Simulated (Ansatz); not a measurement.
Ansatz (a quantum-chemistry and plane-wave program) input file for Ge(F)2(OH)(NH2) (F₂GeH₃NO), SMILES [NH2][Ge]([OH])([F])[F], PBE0-D3(BJ)/def2-SVP. 

Ansatz 0.2 input:
```yaml
crystal:
  periodic: [false, false, false]
  atoms:
    - {symbol: N, position_ang: [1.76518256, 0.16707619, -0.42540209]}
    - {symbol: Ge, position_ang: [0.01319722, 0.01016884, -0.01393408]}
    - {symbol: O, position_ang: [-0.86399341, 1.40046421, -0.65879328]}
    - {symbol: F, position_ang: [-0.40962765, -0.11422877, 1.68438657]}
    - {symbol: F, position_ang: [-0.55426798, -1.50031952, -0.67136253]}
    - {symbol: H, position_ang: [2.21157001, 1.00073367, -0.02905974]}
    - {symbol: H, position_ang: [2.31719386, -0.66553429, -0.19443232]}
    - {symbol: H, position_ang: [-1.72034486, 1.49708520, -0.19967277]}
basis:
  gaussian:
    orbitals: def2-SVP
hamiltonian:
  xc: pbe0
  dispersion: d3bj
relax: {f_tol: 0.002, max_steps: 200}
```

Program output:

```
WARN ansatz: RAYON_NUM_THREADS=1 ignored (pool sized by the plan → 1); use --threads N
Functional definition: PBE0
integrals: 0.06 GiB planned
1073 factors; integrals over basis functions are off by at most 5.0e-4 eV
mean field: 0.49 GiB planned
mean field evaluation 1: about -65501.1426 eV, gradient 7.5e1 eV
mean field evaluation 2: about -65489.5922 eV, gradient 1.1e2 eV
mean field evaluation 4: about -65510.7128 eV, gradient 4.4e0 eV
mean field evaluation 8: about -65510.7652 eV, gradient 8.0e-2 eV
mean field evaluation 16: about -65510.7652 eV, gradient 7.7e-6 eV
mean field -65510.76519704 eV, -2407.4762161996 hartree, gradient 7.7e-6 eV, S^2 0.000000; 0 other end points of the search recorded, 0 dependent functions left out
the calculation of the forces begins
reference -65510.76521951 eV, -2407.4762170254 hartree; 34, 34 occupied and 69, 69 virtual orbitals, 1073 factors
relax step   1: F+E_penalty+E_count = -65510.87613388 eV  Δ(F+E_penalty+E_count) = +0.000e0 eV  max|allowed force component| = 6.697e-1 eV/Å  Δτ_max = 0.0000 Å  (26 SCF iters, accepted)
these checks for a lower state are left out or cut short: starts, cluster_reference, orbital_swaps, neighbouring_geometries, increment
integrals: 0.06 GiB planned
1073 factors; integrals over basis functions are off by at most 5.3e-4 eV
mean field: 0.49 GiB planned
mean field -65510.79629790 eV, -2407.4773591353 hartree, gradient 1.7e-5 eV, S^2 0.000000; 0 other end points of the search recorded, 0 dependent functions left out
the calculation of the forces begins
reference -65510.79632032 eV, -2407.4773599591 hartree; 34, 34 occupied and 69, 69 virtual orbitals, 1073 factors
relax step   2: F+E_penalty+E_count = -65510.90763605 eV  Δ(F+E_penalty+E_count) = -3.150e-2 eV  max|allowed force component| = 2.782e-1 eV/Å  Δτ_max = 0.0218 Å  (29 SCF iters, accepted)
these checks for a lower state are left out or cut short: starts, cluster_reference, orbital_swaps, neighbouring_geometries, increment
integrals: 0.06 GiB planned
1073 factors; integrals over basis functions are off by at most 5.5e-4 eV
mean field: 0.49 GiB planned
mean field -65510.80444120 eV, -2407.4776583962 hartree, gradient 1.7e-5 eV, S^2 0.000000; 0 other end points of the search recorded, 0 dependent functions left out
the calculation of the forces begins
reference -65510.80446363 eV, -2407.4776592201 hartree; 34, 34 occupied and 69, 69 virtual orbitals, 1073 factors
relax step   3: F+E_penalty+E_count = -65510.91602937 eV  Δ(F+E_penalty+E_count) = -8.393e-3 eV  max|allowed force component| = 9.000e-2 eV/Å  Δτ_max = 0.0160 Å  (29 SCF iters, accepted)
these checks for a lower state are left out or cut short: starts, cluster_reference, orbital_swaps, neighbouring_geometries, increment
integrals: 0.06 GiB planned
1073 factors; integrals over basis functions are off by at most 5.2e-4 eV
mean field: 0.49 GiB planned
mean field evaluation 32: about -65510.7774 eV, gradient 5.9e-2 eV
mean field -65510.80182638 eV, -2407.4775623030 hartree, gradient 2.2e-5 eV, S^2 0.000000; 0 other end points of the search recorded, 0 dependent functions left out
the calculation of the forces begins
reference -65510.80184880 eV, -2407.4775631270 hartree; 34, 34 occupied and 69, 69 virtual orbitals, 1073 factors
relax step   4: F+E_penalty+E_count = -65510.91322160 eV  Δ(F+E_penalty+E_count) = +2.808e-3 eV  max|allowed force component| = 3.211e-1 eV/Å  Δτ_max = 0.0905 Å  (28 SCF iters, rejected (line search))
these checks for a lower state are left out or cut short: starts, cluster_reference, orbital_swaps, neighbouring_geometries, increment
integrals: 0.06 GiB planned
1073 factors; integrals over basis functions are off by at most 5.4e-4 eV
mean field: 0.49 GiB planned
mean field -65510.80657865 eV, -2407.4777369459 hartree, gradient 1.7e-5 eV, S^2 0.000000; 0 other end points of the search recorded, 0 dependent functions left out
the calculation of the forces begins
reference -65510.80660110 eV, -2407.4777377709 hartree; 34, 34 occupied and 69, 69 virtual orbitals, 1073 factors
relax step   5: F+E_penalty+E_count = -65510.91807599 eV  Δ(F+E_penalty+E_count) = -2.047e-3 eV  max|allowed force component| = 4.757e-2 eV/Å  Δτ_max = 0.0447 Å  (30 SCF iters, accepted)
these checks for a lower state are left out or cut short: starts, cluster_reference, orbital_swaps, neighbouring_geometries, increment
integrals: 0.06 GiB planned
1073 factors; integrals over basis functions are off by at most 5.3e-4 eV
mean field: 0.49 GiB planned
mean field -65510.80692080 eV, -2407.4777495196 hartree, gradient 1.6e-5 eV, S^2 0.000000; 0 other end points of the search recorded, 0 dependent functions left out
the calculation of the forces begins
reference -65510.80694324 eV, -2407.4777503443 hartree; 34, 34 occupied and 69, 69 virtual orbitals, 1073 factors
relax step   6: F+E_penalty+E_count = -65510.91838226 eV  Δ(F+E_penalty+E_count) = -3.063e-4 eV  max|allowed force component| = 2.995e-2 eV/Å  Δτ_max = 0.0112 Å  (30 SCF iters, accepted)
these checks for a lower state are left out or cut short: starts, cluster_reference, orbital_swaps, neighbouring_geometries, increment
integrals: 0.06 GiB planned
1073 factors; integrals over basis functions are off by at most 5.3e-4 eV
mean field: 0.49 GiB planned
mean field -65510.80696263 eV, -2407.4777510569 hartree, gradient 2.2e-5 eV, S^2 0.000000; 0 other end points of the search recorded, 0 dependent functions left out
the calculation of the forces begins
reference -65510.80698508 eV, -2407.4777518817 hartree; 34, 34 occupied and 69, 69 virtual orbitals, 1073 factors
relax step   7: F+E_penalty+E_count = -65510.91841136 eV  Δ(F+E_penalty+E_count) = -2.909e-5 eV  max|allowed force component| = 2.602e-2 eV/Å  Δτ_max = 0.0049 Å  (22 SCF iters, accepted)
these checks for a lower state are left out or cut short: starts, cluster_reference, orbital_swaps, neighbouring_geometries, increment
integrals: 0.06 GiB planned
1073 factors; integrals over basis functions are off by at most 5.3e-4 eV
mean field: 0.49 GiB planned
mean field -65510.80697804 eV, -2407.4777516232 hartree, gradient 4.5e-5 eV, S^2 0.000000; 0 other end points of the search recorded, 0 dependent functions left out
the calculation of the forces begins
reference -65510.80700049 eV, -2407.4777524481 hartree; 34, 34 occupied and 69, 69 virtual orbitals, 1073 factors
relax step   8: F+E_penalty+E_count = -65510.91842745 eV  Δ(F+E_penalty+E_count) = -1.609e-5 eV  max|allowed force component| = 3.074e-3 eV/Å  Δτ_max = 0.0015 Å  (20 SCF iters, accepted)
these checks for a lower state are left out or cut short: starts, cluster_reference, orbital_swaps, neighbouring_geometries, increment
integrals: 0.06 GiB planned
1073 factors; integrals over basis functions are off by at most 5.3e-4 eV
mean field: 0.49 GiB planned
mean field evaluation 64: about -65510.8070 eV, gradient 1.2e-5 eV
mean field -65510.80697560 eV, -2407.4777515334 hartree, gradient 1.7e-5 eV, S^2 0.000000; 0 other end points of the search recorded, 0 dependent functions left out
the calculation of the forces begins
reference -65510.80699804 eV, -2407.4777523583 hartree; 34, 34 occupied and 69, 69 virtual orbitals, 1073 factors
relax step   9: F+E_penalty+E_count = -65510.91842886 eV  Δ(F+E_penalty+E_count) = -1.413e-6 eV  max|allowed force component| = 2.090e-3 eV/Å  Δτ_max = 0.0009 Å  (20 SCF iters, accepted)
these checks for a lower state are left out or cut short: starts, cluster_reference, orbital_swaps, neighbouring_geometries, increment
integrals: 0.06 GiB planned
1073 factors; integrals over basis functions are off by at most 5.3e-4 eV
mean field: 0.49 GiB planned
mean field -65510.80697577 eV, -2407.4777515396 hartree, gradient 1.8e-5 eV, S^2 0.000000; 0 other end points of the search recorded, 0 dependent functions left out
the calculation of the forces begins
reference -65510.80699821 eV, -2407.4777523644 hartree; 34, 34 occupied and 69, 69 virtual orbitals, 1073 factors
relax step  10: F+E_penalty+E_count = -65510.91842965 eV  Δ(F+E_penalty+E_count) = -7.886e-7 eV  max|allowed force component| = 1.551e-3 eV/Å  Δτ_max = 0.0010 Å  (19 SCF iters, accepted)
integrals: 0.06 GiB planned
1073 factors; integrals over basis functions are off by at most 5.3e-4 eV
mean field: 0.49 GiB planned
mean field -65510.80697577 eV, -2407.4777515396 hartree, gradient 1.8e-5 eV, S^2 0.000000; 1 other end points of the search recorded, 0 dependent functions left out
the calculation of the forces begins
reference -65510.80699821 eV, -2407.4777523644 hartree; 34, 34 occupied and 69, 69 virtual orbitals, 1073 factors
Total energy: -65510.91845210 eV, -2407.4818482191 hartree
Atom 0 at     1.747723     0.154222    -0.376176 Å, force     0.001551     0.000981     0.000127 eV/Å
Atom 1 at     0.012616     0.005060    -0.008555 Å, force    -0.000838    -0.000331    -0.000109 eV/Å
Atom 2 at    -0.848322     1.384989    -0.632575 Å, force     0.000193     0.000304    -0.000414 eV/Å
Atom 3 at    -0.422284    -0.136387     1.661580 Å, force    -0.000207    -0.000311     0.000384 eV/Å
Atom 4 at    -0.554375    -1.479585    -0.669322 Å, force    -0.000035     0.000408     0.000181 eV/Å
Atom 5 at     2.202006     1.015890    -0.093190 Å, force    -0.000320    -0.001090    -0.000581 eV/Å
Atom 6 at     2.326796    -0.655718    -0.182518 Å, force    -0.000118     0.000273     0.000186 eV/Å
Atom 7 at    -1.705250     1.506974    -0.207513 Å, force    -0.000227    -0.000235     0.000225 eV/Å
Dipole moment:     0.315032     0.273793     0.133030 e Å
```

Self-consistency was reached.
